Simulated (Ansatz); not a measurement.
Cost and result for the atomization energy of C2H6BGaO, SMILES `[BH]1CO[CH2][GaH]1` (11 atoms, 11 bonds).

Z-matrix (Å, degrees):
```
B
Ga 1 2.059
C 1 1.504 2 99.6
H 1 1.191 2 141.6 3 -178.4
H 1 1.393 2 99.9 3 54.4
C 2 2.011 1 90.1 3 -0.8
H 2 1.561 1 146.5 3 175.2
O 3 1.345 1 126.3 2 1.3
H 3 1.091 1 124.7 2 -178.0
H 6 1.095 2 114.3 1 -117.7
H 6 1.095 2 114.6 1 118.7
```

Total charge 0; spin multiplicity 1. Correlated methods include outer-core shells of Ga, which these sets cover unevenly. Scalar relativity is left out up to krypton. The structure was optimised at the PBE0-D4/def2-TZVP level. Program: Ansatz. All runs use 4 threads of an INTEL XEON PLATINUM 8581C on a shared host. Times are those of one run each, without the atoms' runs, and a repeat can differ threefold. Electronic energies, without spin–orbit coupling; frozen cores. CCSD(T)/CBS adds CCSD(T) − MP2 in def2-TZVPP to the MP2 limit, and its time is that of the two runs behind it. T1 = 0.015. With those shells the extrapolation isn't a true limit. HSE06 is the plane-wave form, built on full-range PBE exchange.

CCSD(T)/CBS is a level of theory with its own doubt, some kJ/mol a heavy atom from the limit and from the frozen cores, so smaller differences don't rank the functionals.

| level | functions | wall time |
| --- | --- | --- |
| LDA (SPW92)/def2-TZVPP | 256 | 1.1 s |
| BLYP-D4/def2-TZVPP | 256 | 1.7 s |
| PBE-D4/def2-TZVPP (with forces) | 256 | 2 s |
| PBE0-D4/def2-TZVPP | 256 | 2.4 s |
| BHLYP-D4/def2-TZVPP | 256 | 2.6 s |
| HSE06-D4/def2-TZVPP | 256 | 2.7 s |
| PBE-QIDH/def2-TZVPP | 256 | 4.7 s |
| B97M-V/def2-TZVPP | 256 | 6 s |
| CCSD(T)/def2-SVP | 118 | 6 s |
| ωB97M-V/def2-TZVPP (with forces) | 256 | 8 s |
| MP2/def2-QZVPP | 497 | 21 s |
| CCSD(T)/def2-TZVPP | 256 | 110 s |
| CCSD(T)/CBS(def2) | – | 2.2 min |

Problem. What atomization energy does each give, and how far from CCSD(T)/CBS? (An estimate is asked.)

Solution. Computed: 
| level | atomization (kcal/mol) | difference from CCSD(T)/CBS | per bond |
| --- | --- | --- | --- |
| LDA (SPW92)/def2-TZVPP | 1075.0 | 156.3 | 14.2 |
| BLYP-D4/def2-TZVPP | 915.7 | -3.0 | -0.3 |
| PBE-D4/def2-TZVPP (with forces) | 946.3 | 27.6 | 2.5 |
| PBE0-D4/def2-TZVPP | 927.9 | 9.2 | 0.8 |
| BHLYP-D4/def2-TZVPP | 888.3 | -30.4 | -2.8 |
| HSE06-D4/def2-TZVPP | 928.6 | 9.9 | 0.9 |
| PBE-QIDH/def2-TZVPP | 920.3 | 1.6 | 0.1 |
| B97M-V/def2-TZVPP | 925.0 | 6.3 | 0.6 |
| CCSD(T)/def2-SVP | 873.5 | -45.2 | -4.1 |
| ωB97M-V/def2-TZVPP (with forces) | 922.5 | 3.8 | 0.4 |
| MP2/def2-QZVPP | 927.8 | 9.1 | 0.8 |
| CCSD(T)/def2-TZVPP | 898.1 | -20.6 | -1.9 |
| CCSD(T)/CBS(def2) | 918.7 | 0.0 | 0.0 |

Leaving LDA and LC-ωPBE aside and taking each functional with its dispersion term where it has one, the values spread over 58.0 kcal/mol, from BHLYP-D4 to PBE-D4. LDA lies +134.4 kcal/mol from PBE without D4, its usual overbinding. In def2-TZVPP, CCSD(T) changes the Hartree–Fock value by +243.5 kcal/mol (the triples alone add +16.4 kcal/mol) and MP2 by +261.1 kcal/mol; breaking electron pairs costs correlation energy, which Hartree–Fock lacks. From r2SCAN to r2SCAN0 (25 % exact exchange), in def2-TZVPP and without D4, the atomization energy moves by −16.5 kcal/mol: exact exchange takes away binding that semilocal exchange gives to molecules.
